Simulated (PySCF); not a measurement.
# How methods differ on the electron affinity of Se

Se⁻ [Ar] 3d10 4s2 4p5 (2P) → Se [Ar] 3d10 4s2 4p4 (3P), as a difference of total energies. Computed with PySCF 2.14 in aug-cc-pwCVTZ-PP with ECP10MDF (8s7p6d4f1g, 96 functions), with a scalar-relativistic core potential. Correlated levels: valence: 3s2 3p6 3d10 frozen; valence and next inner shell: nothing frozen outside the core potential. The calculations carry no spin-orbit coupling.

| method | electron affinity (eV) |
| --- | --- |
| UHF | 0.925 |
| LDA | 2.330 |
| PBE | 2.081 |
| PBE0 | 2.004 |
| r2SCAN | 2.051 |
| wB97X-V | 2.051 |
| r2SCAN0 | 2.000 |
| wB97X | 2.074 |
| HSE06 | 2.037 |
| MP2 (valence) | 1.854 |
| SCS-MP2 (valence) | 1.852 |
| MP2 (valence and next inner shell) | 1.882 |
| SCS-MP2 (valence and next inner shell) | 1.868 |

**Question.** How much does correlation contribute at MP2 (valence and next inner shell)?

**Answer.** 1.882 − (0.925) = 0.957 eV, measured against UHF.

The reference lies between the lowest fine-structure levels, while these numbers refer to the centres of the terms.

Errors of the correlated levels include the incompleteness of this basis and the frozen core.

In the anion the highest occupied orbital energy is positive at LDA, PBE, PBE0, r2SCAN, HSE06, a self-interaction effect; the basis confines that electron, and the energy difference can still be sensible.

For comparison: 2.021 eV (measured; photodetachment measurements, as compiled on the Wikipedia data page of electron affinities).
